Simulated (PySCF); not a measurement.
Potential energy surface of H2O (cation, charge +1), doublet: symmetric bend, bond length relaxed. Scanned: H-O-H angle. Other coordinates (O-H bond length) were minimised at B3LYP/def2-TZVP.

Calculation: PySCF with CCSD(T) on UHF/cc-pVTZ, 1 core orbital frozen.

Scanned values (°): 180, 172, 164, 156, 148, 140, 132, 124, 116, 108, 100, 92, 84, 76, 68, 60.

Describe the profile: where are the wells and the tops?

Lower than their neighbours: 108° (0.0 kcal/mol). Higher than their neighbours: 180° (23.2 kcal/mol, end of the scan), 60° (39.4 kcal/mol, end of the scan). The whole profile spans 39.4 kcal/mol.
